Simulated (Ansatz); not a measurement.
Gas-phase electronic energies from Ansatz, PBE0-D4/def2-TZVP geometries. CBS: MP2 limit from def2 TZ/QZ plus the TZ coupled-cluster correction, frozen cores. DFT in def2-TZVPP. B3LYP here is the variant with VWN-RPA as its local correlation; programs differ in this. One conformer a species, not always the lowest.

Consider the isomerisation: `O[Si]([SiH3])([SiH3])Cl` → `O[SiH2][SiH]([SiH3])Cl`.

Question: Is it downhill or uphill in electronic energy at CCSD(T)/CBS, and by how much? (An estimate is asked.)

Answer: The calculation gave: Uphill: ΔE = +2.9 kcal/mol.

Question: What do these levels give: PBE-D4, PBE0-D4, ωB97X-V, B3LYP, HF/def2-TZVPP, MP2/def2-TZVPP? (Estimate.)

Answer: The calculation gave: PBE-D4 3.4, PBE0-D4 3.1, ωB97X-V 3.1, B3LYP 2.9, HF/def2-TZVPP 2.3, MP2/def2-TZVPP 3.0 kcal/mol.

Largest T1 diagnostic among the species: 0.013.

In def2-TZVPP, CCSD(T) changes the Hartree–Fock value by +0.8 kcal/mol (the triples alone add +0.2 kcal/mol) and MP2 by +0.7 kcal/mol.
